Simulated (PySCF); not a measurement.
Species: C8H16BP.
Structure used (PBE0-D3(BJ)/def2-SVP), in Å, numbered top down from 1:
```
atom  x, y, z in Å
B1     0.3509    2.6222   -0.0982
P2     0.2794    0.7993    0.4986
C3    -1.2119   -0.2293    0.0415
C4    -1.1545   -1.5994    0.7050
C5    -1.2074   -0.3695   -1.4837
C6    -2.4492    0.5474    0.4995
C7     1.1179    0.1467    1.9305
C8     1.7063   -0.2390    0.8053
C9     2.8193   -0.9597    0.2428
C10    3.0279   -1.0480   -1.0780
H11    1.4653    2.9973    0.2300
H12    0.1779    2.5605   -1.3087
H13   -0.5626    3.1865    0.4874
H14   -1.1401   -1.5225    1.8032
H15   -2.0440   -2.1844    0.4189
H16   -0.2638   -2.1675    0.3947
H17   -0.3403   -0.9528   -1.8309
H18   -1.1840    0.6114   -1.9811
H19   -2.1194   -0.8955   -1.8112
H20   -3.3599   -0.0007    0.2070
H21   -2.4906    1.5479    0.0444
H22   -2.4672    0.6721    1.5936
H23    1.2087    0.1067    3.0159
H24    3.5064   -1.4379    0.9499
H25    2.3512   -0.5617   -1.7870
H26    3.8824   -1.5940   -1.4843
```

Level: PBE0/pcSseg-1 in PySCF, non-relativistic, on one gas-phase PBE0-D3(BJ)/def2-SVP geometry that isn't relaxed in the solvent. The solvent is an IEF-PCM continuum (cavity from Bondi-type radii × 1.2). The model holds no explicit solvent molecules, cavitation or dispersion.

| run | E − E(gas) (kcal/mol) | HOMO (eV) | HOMO–LUMO gap (eV) | dipole (D) |
| --- | --- | --- | --- | --- |
| gas | 0.00 | -7.24 | 5.41 | 5.37 |
| P | -5.54 | -7.18 | 5.55 | 6.65 |
| Q | -7.77 | -7.17 | 5.59 | 7.20 |

The runs were made in chloroform and dimethylsulfoxide. Which run belongs to which solvent?

P = chloroform, Q = dimethylsulfoxide. The dielectric constants are 4.711 (chloroform), 46.83 (dimethylsulfoxide), and the energy falls further as ε rises. In this model the ground state sees the solvent through ε alone.

How constant is the ratio of the lowering to (ε − 1)/(2ε + 1)?

```tsv
solvent	(ε − 1)/(2ε + 1)	E − E(gas) (kcal/mol)	ratio (kcal/mol)	polarisation term (kcal/mol)
chloroform	0.356	-5.54	-15.6	-6.43
dimethylsulfoxide	0.484	-7.77	-16.1	-9.55
```

The ratio changes by +3.1 % in size from chloroform to dimethylsulfoxide. The polarisation term is half the interaction of the solute with the induced surface charges.

The run took 72 s on an Intel Xeon Platinum 8488C with one thread, shared host, and the process peaked at 1.5 GiB of memory. This is the whole shielding run at PBE0/pcSseg-1 in dimethylsulfoxide, SCF included.
